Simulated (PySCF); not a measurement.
Predicted microwave data (PBE0/pcSseg-1 in PySCF (dipole) on a GFN2-xTB geometry, gas phase) for one isomer of C9H9N:

```
Rotational constants : A = 3267, B = 932.7, C = 918.1 MHz
Dipole components    : |μa| = 3.10 D, |μb| = 1.97 D, |μc| = 1.41 D
Inertial defect      : -146.08 u·Å²
κ                    : -0.99
```

**Question.** Which candidate fits, each taken in the one conformer that was computed?
A. `[CH:1]#[C:2][CH2:3][C:4](=[CH2:5])[C:6](=[CH2:7])[CH2:8][C:9]#[N:10]` with C2–C3–C4–C5 93°, C3–C4–C6–C7 -145°, C4–C6–C8–C9 -90°
B. `[CH3:1][C:2]1=[CH:3][CH2:4][CH:5]=[CH:6][CH:7]=[C:8]1[C:9]#[N:10]` with C2–C3–C4–C5 -71°, C3–C4–C5–C6 71°, C5–C6–C7–C8 -35°, C1–C2–C8–C7 -142°
C. `[CH2:1]=[N:2][C:3]1=[CH:4][C@H:5]2[CH:6]=[CH:7][C@@H:8]1[CH:9]=[CH:10]2` with C1–N2–C3–C4 45°
D. 2,6-dimethylbenzonitrile, `Cc1cccc(C)c1C#N`
E. `[N:1]#[C:2][CH2:3][C:4]1=[CH:5][C@@H:6]2[CH:7]=[CH:8][C@H:9]1[CH2:10]2` with C2–C3–C4–C5 -119°

**Answer.** E. It is N#CCC1=C[C@@H]2C=C[C@H]1C2, a near-prolate asymmetric top, point group C1. The candidates at the same level (rigid rotor, commonest isotopes):

```csv
SMILES,A (MHz),B (MHz),C (MHz),μa (D),μb (D),μc (D),Δ (u·Å²),point group,rotor
C=NC1=C[C@H]2C=C[C@@H]1C=C2,2777,1182,1158,0.05,1.27,0.35,-173.07,C1,near-prolate asymmetric top
C#CCC(=C)C(=C)CC#N,1517,1269,821.6,1.88,2.48,2.07,-116.23,C1,asymmetric top
N#CCC1=C[C@@H]2C=C[C@H]1C2,3267,932.7,918.1,3.10,1.97,1.41,-146.08,C1,near-prolate asymmetric top
Cc1cccc(C)c1C#N,1782,1508,825.2,3.89,0.00,0.00,-6.21,C2v,asymmetric top
CC1=CCC=CC=C1C#N,2293,1158,861.2,4.52,1.05,0.85,-69.84,C1,asymmetric top
```

`C#CCC(=C)C(=C)CC#N` has A 54 % too low; `CC1=CCC=CC=C1C#N` has A 30 % too low; `C=NC1=C[C@H]2C=C[C@@H]1C=C2` has B 27 % too high; `Cc1cccc(C)c1C#N` has B 62 % too high. No structure here is proved a minimum.
